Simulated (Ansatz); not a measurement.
Basis-set extrapolation for C2H5BO2 (`CC1OB1O`) (PBE0-D4/def2-TZVP geometry, frozen core, Ansatz 0.2.0). Multiplicity 1, RHF reference.

```csv
,def2-TZVPP,def2-QZVPP
HF,-253.210204,-253.222203
MP2 correlation,-0.905495,-0.971320
CCSD(T) correlation,-0.966535,not run
```

Energies in hartree. Use E(X) = E(∞) + A·exp(−7.88·√X) for Hartree–Fock and E(X) = E(∞) + B·X^(−2.97) for correlation, with X = 3 and 4, and add CCSD(T) minus MP2 of the smaller set to the MP2 limit.

What is the CCSD(T) energy at the basis-set limit?

HF limit: -253.222203 + (-0.011999) × 0.13774 = -253.22386. MP2 limit: -0.971320 + (-0.065825) × 0.74074 = -1.02008. Higher-order term: -0.966535 − (-0.905495) = -0.06104. Total: -254.30498 hartree, 336.7 kJ/mol below CCSD(T)/def2-TZVPP.
